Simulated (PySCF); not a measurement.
# Electron correlation in Os²⁺ (osmium, charge +2)

[Xe] 4f14 5d5 6s1, high-spin 7S determinant (an excited configuration). Calculation: PySCF 2.14, in aug-cc-pVDZ-PP with ECP60MDF; scalar relativity through the core potential. Frozen: 5s2 5p6; 6 electrons correlated.

```json
{"level": "CCSD", "correlation energy (mhartree)": "-66.71"}
{"level": "(T)", "correlation energy (mhartree)": "-0.43"}
{"level": "CCSD(T)", "correlation energy (mhartree)": "-67.14"}
```

Diagnostics: T1 = 0.0032, D1 = 0.0067, largest double amplitude 0.020.

**Question.** Is a single reference adequate?

**Answer.** Yes, within this model without spin-orbit coupling: T1 lies below 0.03 and no double amplitude reaches 0.07.
